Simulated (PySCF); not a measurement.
This PySCF input asks for the NMR shieldings of `[H][Ge]([H])([Br])[Br]`, Br₂GeH₂; the geometry comes from PBE0-D3(BJ)/def2-SVP.

```python
import basis_set_exchange as bse
import numpy as np
from pyscf import gto, dft
from pyscf.prop import nmr

atoms = """
Ge   -0.167330    0.001530   -0.114462
Br   -0.140896   -0.023837    2.184891
Br    1.991535    0.010474   -0.899345
H    -0.842976    1.297215   -0.571774
H    -0.840332   -1.285392   -0.599311
"""
names = {"Ge": "pcSseg-2", "Br": "pcSseg-1", "H": "pcSseg-1"}
basis = {el: gto.basis.parse(bse.get_basis(n, elements=[el], fmt="nwchem")) for el, n in names.items()}
mol = gto.M(atom=atoms, basis=basis, charge=0, verbose=0)
mf = dft.RKS(mol, xc="PBE")
mf.grids.level = 2
mf.grids.alignment = dft.numint.BLKSIZE   # the property module wants whole blocks of grid points
mf.conv_tol = 1e-9
mf.kernel()

calc = nmr.RKS(mf)   # GIAO
sigma = calc.kernel()   # uncoupled for a functional without exact exchange
for i, s in enumerate(sigma):   # ppm
    w = np.linalg.eigvalsh((s + s.T) / 2)
    print("%2d %-2s iso %8.1f  s11 %8.1f  s22 %8.1f  s33 %8.1f" % (i, mol.atom_pure_symbol(i), w.mean(), *w))
```

Problem. What are the results?

Solution. 
```
 0 Ge iso   1224.4  s11   1015.1  s22   1309.8  s33   1348.3
 1 Br iso   2412.0  s11   2003.4  s22   2414.1  s33   2818.7
 2 Br iso   2414.3  s11   2007.0  s22   2417.0  s33   2818.8
 3 H  iso     24.6  s11     16.7  s22     20.4  s33     36.6
 4 H  iso     24.6  s11     16.7  s22     20.4  s33     36.6
```

These numbers come from an equivalent density-fitted implementation of the same equations, which agrees with the script to about 0.01 ppm for H and up to a few tenths of a ppm for heavy atoms, so last digits may differ.

Problem. Turn these shieldings into chemical shifts. δ = σ(ref) − σ, references computed at the same level: HBr for ⁷⁹Br (σref 2551.78); TMS for ¹H (σref 31.20).

Solution. Averaging equivalent atoms: Br 1/2: 139; H 3/4: 6.62 ppm. No reference was computed at this level for Ge. 

Relativistic effects, spin–orbit coupling among them, are left out; they matter for Br, Ge and for the light atoms bonded to it.

Size and cost of the density-fitted run: 155 basis functions, 15 s wall time on 1 thread of an Arm Neoverse V2, shared host.
